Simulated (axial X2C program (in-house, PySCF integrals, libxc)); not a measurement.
Bond lengths and stretching modes, held linear, of SAsS²⁺

Computed with an in-house all-electron X2C program for linear molecules (integrals from PySCF): two-component X2C with atomic mean-field Coulomb and Gaunt terms, Gaussian nuclei, basis S dyall-av3z, As dyall-v3z with contracted cores. Spin-free rows use the one-electron spin-free X2C Hamiltonian.

Masses S 31.972, As 74.922, S 31.972 u. States: 2c Ω = 3/2 (beyond evenly filled blocks: ω = 3/2); spin-free M_S = 1/2, Λ = 1 (beyond evenly filled blocks: π+α, π+β, π-α).

LDA, 2c: energies above the lowest point

```csv
r(S–As) (Å),r(As–S) (Å),E (meV)
1.9549,1.9549,74.48
1.9549,2.0050,31.15
1.9549,2.0551,38.86
2.0050,1.9549,31.15
2.0050,2.0050,0.00
2.0050,2.0551,19.48
2.0050,2.1052,75.88
2.0551,1.9549,38.86
2.0551,2.0050,19.48
2.0551,2.0551,50.66
2.1052,2.0050,75.88
2.1052,2.1052,197.36
```

Task: Fit a quadratic surface with cubic terms in each bond: where is the minimum, and what are the two stretching wavenumbers?

Result: At LDA, 2c: bonds 2.008 and 2.008 Å; harmonic stretches 456.1 and 489.6 cm⁻¹; force constants 3.18, 3.18 and coupling 0.74 mdyn/Å.

The other levels and Hamiltonians give:

```tsv
Hamiltonian	level	r(S–As) (Å)	r(As–S) (Å)	lower stretch (cm⁻¹)	upper stretch (cm⁻¹)
2c	PBE0	2.003	2.003	392.3	462.1
spin-free	PBE0	2.003	2.003	399.8	462.0
spin-free	HF	2.019	2.019	338.2	422.1
spin-free	LDA	2.007	2.007	456.6	490.7
```

Each state is one determinant, the lowest of a limited PBE0 search; the stretches come from a fit to these few points and carry an uncertainty of a few per cent. Other orders of the atoms were not compared. Left out for rough or failed fits: HF 2c, MP2 2c, MP2 spin-free. The levels spread by more than a fifth, so the stretches depend strongly on the method. A multiply charged ion may be only metastable. The molecule was held linear; bending was not examined, so a bent shape may lie lower. Note: functional without a current term on a determinant with orbital currents, of the molecule or an atom.
